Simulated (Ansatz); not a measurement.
NaF-, multiplicity 2 (lowest of 2S+1 = 2, 4 at CCSD(T)/def2-TZVPP on PBE0 minima; our sources give no spin for the ground state, which may be another), most abundant isotopes (18.9984 and 22.9898 u). Constants from fifth-degree fits in 1/R to seven points on the lowest solution found; no spin–orbit coupling, no relativity up to Kr; ω_e x_e and α_e move by some per cent with the fit.

Correlated levels freeze the inner cores; with def2 sets outer-core shells near the valence are correlated too.

Programs: Ansatz (a program for electronic structure). 

```json
[
 {"level": "PBE/def2-TZVPP", "r_e (Å)": "2.0203", "ω_e (cm⁻¹)": "428.1", "ω_e x_e (cm⁻¹)": "3.72", "α_e (cm⁻¹)": "0.00507"},
 {"level": "CCSD(T)/def2-QZVPP", "r_e (Å)": "1.9981", "ω_e (cm⁻¹)": "455.9", "ω_e x_e (cm⁻¹)": "4.56", "α_e (cm⁻¹)": "0.00523"}
]
```

Task: Derive the rotational constants, the centrifugal constant, the fundamental, the zero-point energy and the force constant.

Result: 
μ = 10.40219 u.
- PBE/def2-TZVPP: B_e = 16.8576/(μ r_e²) = 0.39703 cm⁻¹; B₀ = B_e − α_e/2 = 0.39449 cm⁻¹; D = 4B_e³/ω_e² = 1.37e-06 cm⁻¹; fundamental ω_e − 2ω_e x_e = 421 cm⁻¹; zero-point energy ω_e/2 − ω_e x_e/4 = 213 cm⁻¹; k = μ(2πcω_e)² = 112 N/m
- CCSD(T)/def2-QZVPP: B_e = 16.8576/(μ r_e²) = 0.40590 cm⁻¹; B₀ = B_e − α_e/2 = 0.40329 cm⁻¹; D = 4B_e³/ω_e² = 1.29e-06 cm⁻¹; fundamental ω_e − 2ω_e x_e = 447 cm⁻¹; zero-point energy ω_e/2 − ω_e x_e/4 = 227 cm⁻¹; k = μ(2πcω_e)² = 127 N/m
